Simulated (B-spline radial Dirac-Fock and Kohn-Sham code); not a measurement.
Internal conversion coefficients of Si at 18.4 keV

Z = 14 (silicon), transition energy 18.4 keV. The computed values come from a radial atomic solver: a Dirac-Hartree-Slater potential of the neutral atom with a Latter tail (no hole, which puts coefficients of high multipoles low close above an edge), finite nucleus with surface currents. Subshells that would emit electrons below 1 keV are left out.

```
subshell  electron energy (keV)        E1      E2    E3      E4        E5
       K                  16.56      1.76    94.3  4190  179000  7.65e+06
      L1                  18.25     0.120    6.29   273   11300    464000
      L2                  18.30   0.00311   0.671   103   11000    966000
      L3                  18.30   0.00599    1.25   189   20000  1.75e+06
      M1                  18.39   0.00988   0.517  22.4     927     37900
      M2                  18.39  5.28e-05  0.0114  1.76     188     16600
      M3                  18.39  0.000102  0.0213  3.22     343     30100
   total                             1.90     103  4780  223000  1.09e+07
```

Question: For a pure E2 transition, what fraction of decays emits a photon?

Answer: 1/(1 + α) = 0.00961 with the total α = 103.

Run: 0.30 s of CPU time on 1 thread of Neoverse-V2 (shared host), peak memory 0.29 GiB.
